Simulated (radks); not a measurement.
Values are calculated unless marked as measured or tabulated.
Task: Sn+, 49 electrons, occupied as [Ar] 3d10 4s2 4p5 4d10 5s2 5p2 (not the ground configuration). Code: a radial shooting solver on a logarithmic mesh with Libxc functionals. Model: non-relativistic Kohn-Sham, PBE, spin-polarised, spherical densities, point nucleus; open shells are filled with parallel spins first (spin-orbit coupling, left out, can overturn this in heavy ions); relativity is left out, which matters for an element this heavy. Some entries of the table are withheld. Estimate them.

| orbital | occ. | eigenvalue (eV) | <r> (bohr) |
|---|---|---|---|
| 1s up | 1 | -27991.09 | 0.03042 |
| 1s down | 1 | -27990.77 | 0.03042 |
| 2s up | 1 | -4145.572 | 0.1314 |
| 2s down | 1 | -4145.384 | 0.1314 |
| 2p up | 3 | -3879.380 | 0.1121 |
| 2p down | 3 | -3879.070 | 0.1121 |
| 3s up | 1 | -812.0901 | 0.3525 |
| 3s down | 1 | -811.7838 | 0.3525 |
| 3p up | 3 | -702.3200 | 0.3435 |
| 3p down | 3 | -701.9639 | 0.3435 |
| 3d up | 5 | -498.7023 | 0.3146 |
| 3d down | 5 | -498.3449 | 0.3145 |
| 4s up | 1 | -140.9344 | 0.8424 |
| 4s down | 1 | -139.6177 | 0.8433 |
| 4p up | 3 | -104.1148 | 0.8887 |
| 4p down | 2 | -102.8461 | 0.8899 |
| 4d up | 5 | -42.7633 | (1) |
| 4d down | 5 | -41.6023 | (2) |
| 5s up | 1 | -19.8971 | 2.278 |
| 5s down | 1 | -18.3153 | 2.276 |
| 5p up | 2 | -12.5365 | 2.707 |
| 5p down | 0 | -10.9372 | 2.746 |

Result: 
(1) 4d up <r> (bohr): 1.050
(2) 4d down <r> (bohr): 1.051
